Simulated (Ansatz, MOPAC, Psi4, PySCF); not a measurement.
Molecule: C4H8O, net charge 0, singlet state. SMILES: CCCC=O
Geometry: optimised at B3LYP-D3(BJ)/def2-TZVP (Ansatz, a first-principles code).

Quantity: vertical ionisation energy to the doublet, in eV. Terms: 6-311+G** with 5d; frozen cores in correlated levels; no dispersion term unless named; non-relativistic; open shells spin-unrestricted; each state is the SCF solution reached for its charge and spin; 6-31G* and kin with 6d, 5d where marked; spin-orbit terms left out. First-principles rows: single points at B3LYP-D3(BJ) geometries (Ansatz). Semi-empirical rows: differences of heats of formation at the shared geometry for vertical values.

```csv
level,program,vertical ionisation energy to the doublet (eV)
MNDO,MOPAC,10.14
HF/6-31G*,Ansatz,8.65
HF/6-311+G**,Ansatz,8.69
PBE/6-31G*,Ansatz,9.31
PBE/6-311+G**,Ansatz,9.53
B3LYP/STO-3G,Ansatz,7.79
B3LYP/3-21G,Ansatz,9.57
B3LYP/6-31G*,Ansatz,9.66
B3LYP/6-311+G**,Ansatz,9.86
M06-2X/6-31G* (5d),PySCF,9.92
wB97X-D/6-31G*,Psi4,9.78
MP2/6-31G*,Ansatz,10.05
MP2/6-311+G**,Ansatz,10.30
PBE/def2-TZVPD,Ansatz,9.49
PBE0/def2-TZVPD,Ansatz,9.75
```

No value to compare with is used here. The 13 habitual levels span 7.79 (B3LYP/STO-3G) to 10.30 eV (MP2/6-311+G**); PBE/def2-TZVPD gives 9.49.

The levels are drawn from those run, B3LYP/6-31G* more often than the rest, none by its result; left out are runs that failed, that the program found above a lower state of the same kind, or whose <S^2> lies over 0.5 above the pure value.
